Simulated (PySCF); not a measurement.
A run for PySCF: D3(BJ) and D4 dispersion corrections on H3NSn (SMILES [NH2][SnH]), a point of a torsion scan.

```python
from pyscf import gto
from pyscf.dispersion import dftd3, dftd4

mol = gto.M(
    atom='''
    N    -0.84514453   -0.03340777   -0.24477239
    Sn    1.08791080   -0.84395638   -0.43566725
    H    -1.49790383   -0.52342025    0.35951028
    H    -0.92484554    0.94683176    0.00687328
    H     1.72603721   -0.80519261    1.37285337
    ''',
    basis='def2-svp',
    charge=0, spin=0, verbose=0, max_memory=1800)
d3, d4 = {}, {}
for xc in ['hf', 'pbe', 'blyp', 'revpbe', 'tpss', 'r2scan', 'b3lyp', 'pbe0', 'bhlyp', 'camb3lyp', 'b2plyp']:
    d3[xc] = float(dftd3.DFTD3Dispersion(mol, xc=xc, version='d3bj', atm=False).get_dispersion()['energy'])
    print(f'D3(BJ) {xc:10s} {d3[xc]:14.8f} Eh')
for xc in ['hf', 'pbe', 'blyp', 'revpbe', 'tpss', 'r2scan', 'b3lyp', 'pbe0', 'bhlyp', 'camb3lyp', 'b2plyp']:
    d4[xc] = float(dftd4.DFTD4Dispersion(mol, xc={'camb3lyp': 'cam-b3lyp'}.get(xc, xc), atm=True).get_dispersion()['energy'])
    print(f'D4     {xc:10s} {d4[xc]:14.8f} Eh')
```

The log:

```
D3(BJ) hf            -0.02509835 Eh
D3(BJ) pbe           -0.00267496 Eh
D3(BJ) blyp          -0.00615675 Eh
D3(BJ) revpbe        -0.00666252 Eh
D3(BJ) tpss          -0.00345648 Eh
D3(BJ) r2scan        -0.00068729 Eh
D3(BJ) b3lyp         -0.00510296 Eh
D3(BJ) pbe0          -0.00237981 Eh
D3(BJ) bhlyp         -0.00433330 Eh
D3(BJ) camb3lyp      -0.00228895 Eh
D3(BJ) b2plyp        -0.00253065 Eh
D4     hf            -0.00970220 Eh
D4     pbe           -0.00265166 Eh
D4     blyp          -0.00591204 Eh
D4     revpbe        -0.00777001 Eh
D4     tpss          -0.00356887 Eh
D4     r2scan        -0.00056314 Eh
D4     b3lyp         -0.00437701 Eh
D4     pbe0          -0.00220775 Eh
D4     bhlyp         -0.00362768 Eh
D4     camb3lyp      -0.00225530 Eh
D4     b2plyp        -0.00181109 Eh
```

The run finished.

Cost: about 0.03 core-seconds (a rough figure).
